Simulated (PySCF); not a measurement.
AlCl, SMILES [Al][Cl] (connectivity only; charge and spin as stated), neutral, multiplicity 1.

Coordinates come from a PBE0-D3(BJ)/def2-TZVPD optimisation.

Calculation: TDDFT-B3LYP/def2-TZVPD run with PySCF 2.14.0.

Vertical excitations; the highest root listed may be one member of a degenerate set. The molecule is in vacuum. State labels are in the subgroup C2v.

Problem. List the lowest excited states. (An estimate is asked for; the answer gives what the named calculation found.)

Solution. 
```json
[
 {"state": "S1", "symmetry": "B1", "energy (eV)": "4.67", "λ (nm)": "265", "f": "0.180", "main pairs": "HOMO→LUMO (degenerate set)"},
 {"state": "S2", "symmetry": "B2", "energy (eV)": "4.67", "λ (nm)": "265", "f": "0.180", "main pairs": "HOMO→LUMO+1 (degenerate set)"},
 {"state": "S3", "symmetry": "A2", "energy (eV)": "5.97", "λ (nm)": "208", "f": "0.000", "main pairs": "HOMO−2→LUMO+1 50 %, HOMO−1→LUMO 50 %"},
 {"state": "S4", "symmetry": "A1", "energy (eV)": "6.02", "λ (nm)": "206", "f": "0.000", "main pairs": "HOMO−2→LUMO, HOMO−1→LUMO+1 (degenerate set)"},
 {"state": "S5", "symmetry": "A2", "energy (eV)": "6.02", "λ (nm)": "206", "f": "0.000", "main pairs": "HOMO−1→LUMO, HOMO−2→LUMO+1 (degenerate set)"},
 {"state": "S6", "symmetry": "A1", "energy (eV)": "6.25", "λ (nm)": "198", "f": "0.175", "main pairs": "HOMO→LUMO+2 73 %, HOMO−1→LUMO+1 13 %, HOMO−2→LUMO 13 %"},
 {"state": "S7", "symmetry": "A1", "energy (eV)": "6.61", "λ (nm)": "187", "f": "0.079", "main pairs": "HOMO→LUMO+3 94 %"},
 {"state": "S8", "symmetry": "A1", "energy (eV)": "6.91", "λ (nm)": "179", "f": "0.577", "main pairs": "HOMO−1→LUMO+1 33 %, HOMO−2→LUMO 33 %, HOMO→LUMO+2 22 %"},
 {"state": "S9", "symmetry": "A2", "energy (eV)": "7.44", "λ (nm)": "167", "f": "0.000", "main pairs": "HOMO→LUMO+7 (degenerate set)"},
 {"state": "S10", "symmetry": "A1", "energy (eV)": "7.44", "λ (nm)": "167", "f": "0.000", "main pairs": "HOMO→LUMO+8 (degenerate set)"},
 {"state": "T1", "symmetry": "B2", "energy (eV)": "2.97", "λ (nm)": "417", "f": "0", "main pairs": "HOMO→LUMO+1 (degenerate set)"},
 {"state": "T2", "symmetry": "B1", "energy (eV)": "2.97", "λ (nm)": "417", "f": "0", "main pairs": "HOMO→LUMO (degenerate set)"},
 {"state": "T3", "symmetry": "A1", "energy (eV)": "5.24", "λ (nm)": "236", "f": "0", "main pairs": "HOMO→LUMO+2 87 %"},
 {"state": "T4", "symmetry": "A1", "energy (eV)": "5.68", "λ (nm)": "218", "f": "0", "main pairs": "HOMO−1→LUMO+1 48 %, HOMO−2→LUMO 48 %"}
]
```
Triplets are in the Tamm–Dancoff approximation, which puts them higher than full response would, so one can lie above its singlet here.
